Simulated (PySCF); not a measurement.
Static response to an electric field

Species: C3H6BP.
Atom-mapped SMILES: `[CH3:1][C:2]#[C:3][BH:4][PH2:5]` (hydrogens: H6, H7, H8 on C1; H9 on B4; H10, H11 on P5)

Geometry (PBE0-D3(BJ)/def2-SVP, Å), atoms numbered from 1 in this order:
```
atom  x, y, z in Å
C1    -2.4292    0.7971    0.4338
C2    -1.1427    0.1596    0.2411
C3    -0.0586   -0.3851    0.0838
B4     1.2859   -1.0359   -0.0911
P5     2.7628   -0.0795   -0.7737
H6    -2.4996    1.2018    1.4564
H7    -2.5688    1.6371   -0.2645
H8    -3.2590    0.0863    0.2971
H9     1.4235   -2.2263    0.0693
H10    2.6431    1.1824   -0.1338
H11    3.8258   -0.6229   -0.0049
```

Level: PBE0/def2-SVPD (PySCF), static field, nuclei fixed, core orbitals frozen in the response. The polarisability tensor in these axes (au):

```
x   124.50 -11.56 -14.86
y   -11.56  70.87  -0.08
z   -14.86  -0.08  61.65
```

**Question.** Give the principal values, the mean and the anisotropy Δα = √{½[(α1 − α2)² + (α2 − α3)² + (α1 − α3)²]}.

**Answer.** Principal values 57.71, 69.32 and 129.99 au; mean 85.67 au = 12.70 Å³ = 14.13 × 10⁻⁴⁰ C²·m²/J; Δα = 67.23 au (78 % of the mean).

**Question.** What is the dipole moment, and where does it point?

**Answer.** (-1.61, 1.13, 0.89) D, 2.16 D in size, pointing from the negative to the positive side. Measured along this direction, the outermost atoms are H11 at the negative end and H6 at the positive end.

**Question.** What would n − 1 = 2πNα be for an ideal gas of these molecules at 273.15 K and 1 atm, electronic part alone?

**Answer.** N = p/kT = 2.6868 × 10¹⁹ cm⁻³, so n − 1 = 2π × N × 12.70 × 10⁻²⁴ cm³ = 2143 × 10⁻⁶ at long wavelengths, for an ideal gas.

**Question.** In a dilute gas of rigid molecules at 350 K, how does the orientational term μ²/3kT compare with the electronic polarisability?

**Answer.** In Gaussian units μ²/3kT = 32.11 Å³ against 12.70 Å³, a ratio of 2.53; the Debye molar polarisation (4π/3)N_A(α + μ²/3kT) is 113.0 cm³/mol, leaving out the vibrational part.

**Question.** In TDDFT the mean static polarisability is Σ f/ω² over all singlet excitations (ω in hartree). How much of it do the 10 lowest give? Their energies (eV) and oscillator strengths: 3.67, 0.0190; 4.64, 0.1897; 5.42, 0.0349; 6.27, 0.0181; 6.29, 0.0621; 6.55, 0.0177; 6.74, 0.0191; 6.89, 0.0031; 6.98, 0.0189; 7.09, 0.1582.

**Answer.** They add up to 13.24 au, 15.5 % of the 85.67 au; the largest single term is 6.54 au, from the state at 4.64 eV. Terms in order: 1.04, 6.54, 0.88, 0.34, 1.16, 0.31, 0.31, 0.05, 0.29, 2.33 au. Higher excitations give the rest. The strengths listed sum to 0.541.

**Question.** What are the principal values of the traceless quadrupole moment, Θ = ½Σq(3rr − r²1), about the centre of nuclear charge?

**Answer.** -6.45, -3.36, 9.81 D·Å. The values depend on the origin, since the dipole doesn't vanish. The electronic extent ⟨r²⟩ about the same centre is 908 bohr², a root-mean-square distance of 2.40 Å for the 44 electrons.

**Question.** Along which axes do the principal values lie, and how far do the nuclei extend along each?

**Answer.** Largest value along (0.96, -0.19, -0.21), where the nuclei span 7.00 Å; middle along (0.13, 0.96, -0.26), 3.47 Å; least along (0.25, 0.22, 0.94), 1.54 Å. The response follows the extents in order.

Geometry: PBE0-D3(BJ)/def2-SVP, one conformer, isolated molecule.

The run behind these numbers computed excited states and ΔSCF ions as well. Time: 1.9 min. Hardware: one thread of an Arm Neoverse N1 (shared host).
